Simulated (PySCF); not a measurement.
**Correlation energy of Te⁴⁰⁺ (tellurium, charge +40)**

[Ne] 3s2, closed-shell 1S. Computed with PySCF 2.14 in an uncontracted even-tempered set (16 s from 7.7 bohr⁻², ratio 2.5; 10 p from 10 bohr⁻², ratio 2.5; 4 d from 37 bohr⁻², ratio 2.7; 4 f from 55 bohr⁻², ratio 2.7), with the non-relativistic Hamiltonian (point nucleus). Frozen: 1s2; 10 electrons correlated; the 17 highest virtual orbitals of each spin left out.

```json
{"level": "CCSD", "correlation energy (mhartree)": "-518.19"}
{"level": "(T)", "correlation energy (mhartree)": "-1.81"}
{"level": "CCSD(T)", "correlation energy (mhartree)": "-520.00"}
```

Diagnostics: T1 = 0.00031, D1 = 0.0010, largest double amplitude 0.087.

**Question.** Is a single reference adequate?

**Answer.** Mostly. T1 lies below 0.03, but a double amplitude of this size points to a near-degeneracy that CCSD handles and MP2 describes poorly.

At this charge a non-relativistic calculation is a model, useful for the Z dependence of the correlation energy.
